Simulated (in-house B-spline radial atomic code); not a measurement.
RPA and G0W0 on Hartree-Fock: the tellurium ion Te⁶⁺

Configuration [Kr] 4d10, mean-field start Hartree-Fock. Computed with a B-spline radial code for spherical atoms: all electrons, non-relativistic, point nucleus, each spin shell either full or empty, empty states to l = 9 with an (l + 1/2)⁻⁴ tail; G0W0 by contour deformation at full frequency.

Without relativity these are model numbers: it shifts the levels of so heavy an element strongly and can reorder them.

Command:
```bash
python run_gw.py task.json out
```
Settings (radii: box in bohr, nucleus in fm):
```
Z                        52
electrons                46
configuration            [Kr] 4d10
hamiltonian              nr
method                   hf
lmax                     9
spin_polarised           False
box_radius               9.29
intervals                51
```

Time taken, with all properties: 2.8 s on 1 thread of Arm Neoverse N1 (shared host).

Energies (hartree):

```csv
term,value
mean-field total,-6604.08149
Hartree-Fock functional on these orbitals,-6604.08149
direct second order,-3.685
second-order exchange,1.0252
SOSEX correction,0.97449
```

Task: What is the RPA correlation energy, and what remains with SOSEX?

Result: RPA gives -3.3546 hartree (-1.98 eV per electron); RPA + SOSEX gives -2.3801, and the second-order doubles (MP2) -2.6598 hartree. SOSEX takes back 29 % of the RPA value.

Quasi-particle levels (eV):

```csv
level,occupied,mean field,Σx - vxc,Σc,QP weight,G0W0
4d,yes,-126.35,0.00,?,?,?
4s,yes,-251.86,0.00,8.14,0.850,-243.72
3d,yes,-685.23,0.00,11.01,0.860,-674.22
5s,no,-66.56,0.00,-1.59,0.990,-68.15
```

G0W0 = mean field + (Σx - vxc) + Σc, with Σc (partial-wave tail included) taken at the quasi-particle energy. Only the outer levels were computed. Levels of low weight are left out.

Task: Where does G0W0 put 4d?

Result: At -126.56 eV, with Σc = -0.22 eV and a quasi-particle weight of 0.975. The tabulated removal energy is 124.2 ± 0.06 eV (NIST, measured); the calculation leaves out relativity, Breit and QED terms, and what these don't explain is the method's own error.
